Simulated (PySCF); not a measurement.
BaCl2, charge +1, doublet, geometry from GFN2-xTB (such geometries of metal compounds can be far from the true shape) (a state made from the parent by changing its charge; the spin is typed, not shown lowest) (core potentials on Ba), atoms displaced at random by about 0.02 Å a coordinate; PBE0/def2-SVP run with PySCF.

PySCF was given this input:
```python
from pyscf import gto, scf, dft
from pyscf.geomopt import geometric_solver

mol = gto.Mole()
mol.atom = '''
    Ba    0.438388    0.495441    0.587227
    Cl    0.255974   -0.670485   -1.888787
    Cl   -1.685657   -1.069256   -0.038818
'''
mol.basis = 'def2-svp'
mol.ecp = {'Ba': 'def2-svp'}
mol.charge = 1
mol.spin = 1
mol.verbose = 3
mol.build()

def method(m):
    mf = dft.UKS(m)
    mf.xc = 'pbe0'
    return mf

conv, mol_eq = geometric_solver.kernel(method(mol), maxsteps=100, coordsys='dlc')
print('optimisation converged:', conv)
print(mol_eq.tostring(format='xyz'))
mf = method(mol_eq)
mf.kernel()
```

It wrote (shortened):

```
Custom engine selected.
Bonds will be generated from interatomic distances less than 1.20 times sum of covalent radii
3 internal coordinates being used (instead of 9 Cartesians)
Internal coordinate system (atoms numbered from 1):
Distance 1-2
Distance 1-3
Distance 2-3
Angle 2-1-3
Angle 1-2-3
Angle 1-3-2
<class 'geometric.internal.Distance'> : 3
<class 'geometric.internal.Angle'> : 3
> ===== Optimization Info: ====
> Job type: Energy minimization
> Maximum number of optimization cycles: 100
> Initial / maximum trust radius (Angstrom): 0.100 / 0.300
> Convergence Criteria:
> Will converge when all 5 criteria are reached:
>  |Delta-E| < 1.00e-06
>  RMS-Grad  < 3.00e-04
>  Max-Grad  < 4.50e-04
>  RMS-Disp  < 1.20e-03
>  Max-Disp  < 1.80e-03
> === End Optimization Info ===

Geometry optimization cycle 1
Cartesian coordinates (Angstrom)
 Atom        New coordinates             dX        dY        dZ
  Ba   0.438388   0.495441   0.587227    0.000000  0.000000  0.000000
  Cl   0.255974  -0.670485  -1.888787    0.000000  0.000000  0.000000
  Cl  -1.685657  -1.069256  -0.038818    0.000000  0.000000  0.000000

WARN: Mole.unit (angstrom) is changed to Bohr

converged SCF energy = -945.127396879162  <S^2> = 0.75465896  2S+1 = 2.0046535
--------------- UKS_Scanner gradients ---------------
         x                y                z
0 Ba    -0.0178366190    -0.0194073928    -0.0199690830
1 Cl     0.0034678465     0.0076241105     0.0127620744
2 Cl     0.0143481213     0.0118982528     0.0075000197
----------------------------------------------
cycle 1: E = -945.127396879  dE = -945.127  norm(grad) = 0.0415965
Step    0 : Gradient = 2.402e-02/3.307e-02 (rms/max) Energy = -945.1273968792
Hessian Eigenvalues: 6.16360e-02 6.46741e-02 1.07471e-01

Geometry optimization cycle 2
Cartesian coordinates (Angstrom)
 Atom        New coordinates             dX        dY        dZ
  Ba   0.501744   0.563461   0.656030    0.063356  0.068020  0.068803
  Cl   0.229744  -0.699221  -1.918623   -0.026230 -0.028736 -0.029836
  Cl  -1.722783  -1.108539  -0.077784   -0.037126 -0.039283 -0.038966
converged SCF energy = -945.131184999856  <S^2> = 0.75461365  2S+1 = 2.0046083
--------------- UKS_Scanner gradients ---------------
         x                y                z
0 Ba     0.0032791750     0.0039104840     0.0044854620
1 Cl     0.0013878734    -0.0013183543    -0.0050499044
2 Cl    -0.0047395052    -0.0026055264     0.0009950595
----------------------------------------------
cycle 2: E = -945.131185  dE = -0.00378812  norm(grad) = 0.0102748
Step    1 : Displace = 8.209e-02/1.156e-01 (rms/max) Trust = 1.000e-01 (=) Grad = 5.932e-03/6.794e-03 (rms/max) E (change) = -945.1311849999 (-3.788e-03) Quality = 0.686
Hessian Eigenvalues: 6.29380e-02 7.69561e-02 1.06103e-01

Geometry optimization cycle 3
Cartesian coordinates (Angstrom)
 Atom        New coordinates             dX        dY        dZ
  Ba   0.493713   0.553583   0.644360   -0.008031 -0.009878 -0.011670
  Cl   0.229337  -0.694930  -1.907962   -0.000407  0.004292  0.010661
  Cl  -1.714345  -1.102953  -0.076775    0.008438  0.005586  0.001009
converged SCF energy = -945.131472164526  <S^2> = 0.75457014  2S+1 = 2.0045649
--------------- UKS_Scanner gradients ---------------
         x                y                z
0 Ba     0.0007159443     0.0008516302     0.0009811768
1 Cl     0.0012065169    -0.0000657281    -0.0018630534
2 Cl    -0.0019914530    -0.0007849842     0.0013096983
----------------------------------------------
cycle 3: E = -945.131472165  dE = -0.000287165  norm(grad) = 0.00366455
Step    2 : Displace = 1.334e-02/1.727e-02 (rms/max) Trust = 1.000e-01 (=) Grad = 2.116e-03/2.509e-03 (rms/max) E (change) = -945.1314721645 (-2.872e-04) Quality = 1.316
Hessian Eigenvalues: 5.51663e-02 6.33314e-02 1.04955e-01

Geometry optimization cycle 4
Cartesian coordinates (Angstrom)
 Atom        New coordinates             dX        dY        dZ
  Ba   0.491436   0.550853   0.641218   -0.002277 -0.002730 -0.003142
  Cl   0.225598  -0.694554  -1.901715   -0.003739  0.000375  0.006248
  Cl  -1.708329  -1.100599  -0.079881    0.006016  0.002354 -0.003105
converged SCF energy = -945.131520358479  <S^2> = 0.7545197  2S+1 = 2.0045146
--------------- UKS_Scanner gradients ---------------
         x                y                z
0 Ba    -0.0002733204    -0.0003170519    -0.0003433697
1 Cl     0.0007264176     0.0003171330    -0.0002683489
2 Cl    -0.0005216934    -0.0000027093     0.0010410527
----------------------------------------------
cycle 4: E = -945.131520358  dE = -4.8194e-05  norm(grad) = 0.00153276
Step    3 : Displace = 6.508e-03/7.291e-03 (rms/max) Trust = 1.414e-01 (+) Grad = 8.849e-04/1.164e-03 (rms/max) E (change) = -945.1315203585 (-4.819e-05) Quality = 1.241
Hessian Eigenvalues: 4.30853e-02 6.31061e-02 1.08348e-01

Geometry optimization cycle 5
Cartesian coordinates (Angstrom)
 Atom        New coordinates             dX        dY        dZ
  Ba   0.492040   0.551671   0.642271    0.000604  0.000818  0.001054
  Cl   0.221919  -0.695741  -1.899222   -0.003679 -0.001187  0.002493
  Cl  -1.705254  -1.100230  -0.083427    0.003075  0.000369 -0.003547
converged SCF energy = -945.131533470788  <S^2> = 0.75448411  2S+1 = 2.0044791
--------------- UKS_Scanner gradients ---------------
         x                y                z
0 Ba    -0.0002889493    -0.0003211610    -0.0003305175
1 Cl     0.0002843012     0.0002146672     0.0001365797
2 Cl    -0.0000647223     0.0000953074     0.0006251048
----------------------------------------------
cycle 5: E = -945.131533471  dE = -1.31123e-05  norm(grad) = 0.000919494
Step    4 : Displace = 3.893e-03/4.709e-03 (rms/max) Trust = 2.000e-01 (+) Grad = 5.309e-04/6.356e-04 (rms/max) E (change) = -945.1315334708 (-1.311e-05) Quality = 1.415
Hessian Eigenvalues: 3.33926e-02 6.29950e-02 8.11419e-02

Geometry optimization cycle 6
Cartesian coordinates (Angstrom)
 Atom        New coordinates             dX        dY        dZ
  Ba   0.493273   0.553233   0.644169    0.001233  0.001562  0.001898
  Cl   0.218829  -0.697114  -1.898010   -0.003090 -0.001372  0.001212
  Cl  -1.703397  -1.100419  -0.086537    0.001857 -0.000190 -0.003110
converged SCF energy = -945.131537540236  <S^2> = 0.75445757  2S+1 = 2.0044526
--------------- UKS_Scanner gradients ---------------
         x                y                z
0 Ba    -0.0000577361    -0.0000350102     0.0000096645
1 Cl    -0.0000840090     0.0000085929     0.0001916672
2 Cl     0.0000720438     0.0000068874     0.0002305370
----------------------------------------------
cycle 6: E = -945.13153754  dE = -4.06945e-06  norm(grad) = 0.000326964
Step    5 : Displace = 3.347e-03/3.627e-03 (rms/max) Trust = 2.828e-01 (+) Grad = 1.888e-04/2.416e-04 (rms/max) E (change) = -945.1315375402 (-4.069e-06) Quality = 0.941
Hessian Eigenvalues: 3.56241e-02 6.29079e-02 7.26466e-02

Geometry optimization cycle 7
Cartesian coordinates (Angstrom)
 Atom        New coordinates             dX        dY        dZ
  Ba   0.493440   0.553431   0.644395    0.000167  0.000198  0.000225
  Cl   0.218794  -0.697204  -1.898172   -0.000035 -0.000090 -0.000161
  Cl  -1.703529  -1.100528  -0.086601   -0.000132 -0.000108 -0.000064
converged SCF energy = -945.131537539064  <S^2> = 0.75445794  2S+1 = 2.004453
--------------- UKS_Scanner gradients ---------------
         x                y                z
0 Ba    -0.0000046201     0.0000275316     0.0000802991
1 Cl    -0.0000848301    -0.0000173567     0.0001322910
2 Cl     0.0000197509    -0.0000300206     0.0002192850
----------------------------------------------
cycle 7: E = -945.131537539  dE = 1.17291e-09  norm(grad) = 0.000285662
Step    6 : Displace = 2.495e-04/3.436e-04 (rms/max) Trust = 3.000e-01 (+) Grad = 1.649e-04/2.222e-04 (rms/max) E (change) = -945.1315375391 (+1.173e-09) Quality = -0.018
Hessian Eigenvalues: 3.56241e-02 6.29079e-02 7.26466e-02
Converged! =D

optimisation converged: True
3
XYZ from PySCF
Ba          0.49344048        0.55343142        0.64439476
Cl          0.21879385       -0.69720379       -1.89817155
Cl         -1.70352933       -1.10052764       -0.08660120

converged SCF energy = -945.131537539069  <S^2> = 0.754458  2S+1 = 2.004453
```
